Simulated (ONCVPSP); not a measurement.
## Plane-wave convergence, ONCV potential for Te

ONCVPSP 4.0.1 input, shortened (lines: element, Z, core and valence counts, functional; n l f; lmax; l rc ep ncon nbas qcut; lloc lpopt rc5 dvloc0; l nproj debl; icmod fcfact rcfact), BLYP, scalar-relativistic:

```
  Te 52.00    6    5  -106131      upf
    1    0    2.00
    2    0    2.00
    2    1    6.00
    3    0    2.00
    3    1    6.00
    3    2   10.00
    4    0    2.00
    4    1    6.00
    4    2   10.00
    5    0    2.00
    5    1    4.00
    2
    0    1.45    0.00    3    8    6.70
    1    1.20    0.00    4    9   13.00
    2    1.20    0.00    4    8   14.80
    2    5    1.20    0.00
    0    2    2.60
    1    2    3.40
    2    0    2.90
    1    0.40    0.00
```

For each optimised wave give the share of its norm inside rc, the residual kinetic energy above qcut (Ha) and the cutoffs (Ha) for errors of 10, 1, 0.1 and 0.01 mHa per electron.

```json
{"wave": "4s", "norm inside rc": "0.987", "residual KE": "1.3e-05", "10 mHa": "10.9", "1 mHa": "13.7", "0.1 mHa": "16.3", "0.01 mHa": "34.5"}
{"wave": "5s", "norm inside rc": "0.173", "residual KE": "1.9e-04", "10 mHa": "9.4", "1 mHa": "12.5", "0.1 mHa": "34.6", "0.01 mHa": "122.5"}
{"wave": "4p", "norm inside rc": "0.900", "residual KE": "7.9e-08", "10 mHa": "36.7", "1 mHa": "52.6", "0.1 mHa": "63.1", "0.01 mHa": "71.3"}
{"wave": "5p", "norm inside rc": "0.040", "residual KE": "6.6e-08", "10 mHa": "17.4", "1 mHa": "43.7", "0.1 mHa": "58.3", "0.01 mHa": "68.8"}
{"wave": "4d", "norm inside rc": "0.760", "residual KE": "2.0e-08", "10 mHa": "44.7", "1 mHa": "58.0", "0.1 mHa": "70.5", "0.01 mHa": "81.3"}
```

The occupied waves need 58 Ha and 70 Ha for 1 and 0.1 mHa.
